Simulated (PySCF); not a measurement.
CH₆O₃Sn, SMILES [CH3][Sn]([OH])([OH])[OH].

Coordinates come from a B3LYP-D3(BJ)/def2-SVP optimisation. The structure was generated by enumeration; whether it is a known compound was not checked. The def2 effective core potentials stand for the cores of Sn; spin–orbit coupling is left out. Other conformers were not sampled.

All values below come from PySCF with PBE0/def2-TZVP.

Gas-phase values at a fixed geometry.

Computed frontier levels, gap, dipole moment and polarisability:
| Property | Value |
|---|---|
| highest occupied level | -8.37 eV |
| lowest empty level | -1.01 eV |
| orbital gap | 7.36 eV |
| dipole moment | 0.49 D |
| quadrupole, principal values (traceless, Buckingham form, about the centre of nuclear charge) | -5.67, -5.67, 11.33 D·Å |
| mean static polarisability | 59.6 bohr³ (8.84 Å³) |
| polarisability, principal values | 56.1, 56.1, 66.6 bohr³ |
